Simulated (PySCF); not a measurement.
# Where the electron goes

Species: C₆H₁₃P.
Z-matrix (Å and degrees, GFN2-xTB geometry), rows numbered from 1:
```
C 
C   1  1.3237
P   2  1.8156  1  124.74
C   3  1.8861  2   98.29  1  -118.87
C   4  1.5245  3  108.94  2   152.31
C   4  1.5308  3  108.36  2   -85.08
C   6  1.5244  4  113.35  3   168.66
H   1  1.0785  2  121.64  3     2.95
H   1  1.0786  2  122.11  3  -176.71
H   2  1.0845  1  120.37  3   175.28
H   3  1.4013  2   95.05  1   -22.78
H   4  1.0975  3  108.21  2    33.33
H   5  1.0892  4  110.60  3   -58.98
H   5  1.0879  4  110.82  3  -178.84
H   5  1.0889  4  110.36  3    60.82
H   6  1.0930  4  108.84  3   -68.97
H   6  1.0943  4  108.94  3    47.79
H   7  1.0883  6  110.51  4   -56.73
H   7  1.0877  6  110.15  4  -176.45
H   7  1.0868  6  111.23  4    63.81
```

The calculation used TDDFT CAM-B3LYP/def2-SVPD, vertical, gas phase, core orbitals frozen in the response in PySCF.

Frontier orbitals with the atoms that hold most of them (Löwdin shares over 4%, at most four atoms; ? is withheld):

```tsv
orbital	ε (eV)	atoms
HOMO-3	-10.60	C6 18%, C4 15%, C5 10%, C2 8%
HOMO-2	-10.16	P3 18%, C2 16%, C4 16%, C1 12%
HOMO-1	-9.55	?
HOMO	-7.84	?
LUMO	0.94	C1 30%, C2 30%, P3 12%, H8 6%
LUMO+1	1.39	C7 16%, C5 13%, C6 7%, P3 6%
LUMO+2	1.73	C1 23%, C2 15%, P3 9%, H10 9%
```

Question: Give the leading atoms of the HOMO-1.

Answer: C2 (bonded to C, P and H) 23%; P3 (bonded to 2 C and H) 21%; C1 (bonded to C and 2 H) 18%; C4 (bonded to 2 C, P and H) 11%. By element: carbon 52% or more, phosphorus 21%.

Question: Give the leading atoms of the HOMO.

Answer: P3 (bonded to 2 C and H) 47%; C1 (bonded to C and 2 H) 15%; C2 (bonded to C, P and H) 14%; C4 (bonded to 2 C, P and H) 11%. By element: phosphorus 47%, carbon 40% or more.

Question: How does S1 compare with the orbital gap of 8.79 eV?

Answer: S1 is at 5.77 eV (f = 0.215), 3.01 eV below the gap, made of HOMO→LUMO (93%). Without the coupling terms of the response equations the lowest excitation would equal the gap.

Next come S2 at 6.41 eV (f 0.060), HOMO→LUMO+1 (34%), HOMO→LUMO+3 (32%), HOMO→LUMO+4 (20%); S3 at 6.57 eV (f 0.0069), HOMO→LUMO+2 (75%), HOMO→LUMO+7 (12%); S4 at 6.95 eV (f 0.0099), HOMO→LUMO+1 (42%), HOMO→LUMO+4 (24%), HOMO→LUMO+6 (13%); S5 at 7.13 eV (f 0.022), HOMO→LUMO+3 (38%), HOMO→LUMO+4 (38%), HOMO→LUMO+6 (12%).

Löwdin shares depend on the basis, the more so with diffuse functions.

Time: 64 s wall; peak memory 1.1 GiB. Hardware: one thread of an Arm Neoverse V1, shared host with 32 logical CPUs at a one-minute load of 27.

One conformer stands for the species.
